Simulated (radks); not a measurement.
Problem. All-electron atom: Sb13+ in [Kr] 4d2. All-electron calculation, Dirac Kohn-Sham, relativistic LDA (MacDonald-Vosko exchange, VWN5 correlation), spin-unpolarised, spherical densities, finite nucleus; open shells fill j = l - 1/2 first; Fermi nuclear charge, rms radius 4.6802 fm. Program: a radial shooting solver on a logarithmic mesh with Libxc functionals. Some entries of the table are withheld. Estimate them.

| orbital | occ. | eigenvalue (hartree) | <r^2> (bohr^2) | <r> (bohr) |
|---|---|---|---|---|
| 1s1/2 | 2 | (1) | 0.001102 | 0.02853 |
| 2s1/2 | 2 | -179.2429 | 0.01776 | (2) |
| 2p1/2 | 2 | -168.6163 | 0.01316 | 0.1035 |
| 2p3/2 | 4 | -159.4475 | 0.01445 | 0.1089 |
| 3s1/2 | 2 | -43.36984 | 0.1247 | 0.3301 |
| 3p1/2 | 2 | -38.99933 | 0.1190 | 0.3201 |
| 3p3/2 | 4 | -37.28822 | 0.1272 | 0.3312 |
| 3d3/2 | 4 | -29.53875 | (3) | 0.3012 |
| 3d5/2 | 6 | -29.17886 | (4) | 0.3047 |
| 4s1/2 | 2 | -14.83515 | 0.6234 | 0.7447 |
| 4p1/2 | 2 | -13.25473 | 0.6629 | 0.7656 |
| 4p3/2 | 4 | -12.86644 | 0.6985 | 0.7862 |
| 4d3/2 | 2 | -10.23627 | 0.7942 | 0.8332 |
| 4d5/2 | 0 | -10.16473 | 0.8057 | 0.8394 |

Solution. 
(1) 1s1/2 eigenvalue (hartree): -1117.048
(2) 2s1/2 <r> (bohr): 0.1226
(3) 3d3/2 <r^2> (bohr^2): 0.1075
(4) 3d5/2 <r^2> (bohr^2): 0.1098
